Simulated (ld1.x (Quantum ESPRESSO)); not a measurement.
Before and after: TM potential for indium (In)

```
Element                 : indium (In)
Generator               : ld1.x (Quantum ESPRESSO) 7.5
Type                    : norm-conserving Troullier–Martins (Kleinman–Bylander form)
Functional              : PBEsol
Relativity              : scalar-relativistic
Frozen core             : [Kr]
Valence charge          : 13
Reference configuration : 4d10 5s2 5p1
Partial waves           : 5p (bound): rc 2.00 bohr; 4d (bound): rc 1.75 bohr; 5s (bound): rc 1.55 bohr
Local potential         : the s channel
Core correction         : a·sin(br)/r model core inside 0.90 bohr
```

Change: core correction a·sin(br)/r model core inside 1.72 bohr.

Cutoffs: the cutoffs (Ry, on a coarse ladder) from which the occupation-weighted sum of valence levels, in a spherical-Bessel basis at the reference potential, stays within 10 and 1 mRy of its value at 400 Ry; they do not see the model core or the augmentation charge, which bear on the density cutoff. Errors are all-electron minus pseudo energies relative to the spin-unpolarised reference configuration.

Problem. What does the change do?

Solution. The potential gets neither clearly harder nor softer (70 Ry and 140 Ry → 70 Ry and 140 Ry); both files keep a bound ghost (p); of the 7 tests that both files solve, the error grows in 2 and shrinks in 3 by more than 15 % and 0.3 meV (median size 1.2 → 2.1 meV). A wider model core is smoother and lowers the density cutoff, which this test does not measure.

| quantity | base | changed |
| --- | --- | --- |
| cutoff, loose | 70 Ry | 70 Ry |
| cutoff, tight | 140 Ry | 140 Ry |
| bound ghosts | p | p |
| error for 4d10 5s2 5p0, meV [ΔE 5.36 eV] | -1.8 | -1.2 |
| error for 4d10 5s1 5p0, meV [ΔE 24.64 eV] | -0.4 | +0.7 |
| error for 4d10 5s0 5p0, meV [ΔE 52.90 eV] | -41 | -20 |
| error for 4d9 5s2 5p2, meV [ΔE 18.26 eV] | -110 | -67 |
| error for 4d10 5s1 5p2, meV [ΔE 5.88 eV] | -1.2 | +2.1 |
| error for 4d10 5s1 5p1, meV [ΔE 12.01 eV] | +0.7 | +2.8 |
| error for 4d10 5s2 5p1.3, meV [ΔE -0.53 eV] | 0.0 | +0.1 |
| s: phases at 2.20 bohr within 0.05 rad from the reference energy up to (Ry; the scan ends near 5) | 0.4 | 0.4 |
| p: phases at 2.20 bohr within 0.05 rad from the reference energy up to (Ry; the scan ends near 5) | to the end of the scan | to the end of the scan |
| d: phases at 2.20 bohr within 0.05 rad from the reference energy up to (Ry; the scan ends near 5) | 1.0 | 1.0 |

 A true bound ghost makes a file unfit for plane-wave use even where its test errors are small: the radial tests pick states by their node count and pass the ghost by.
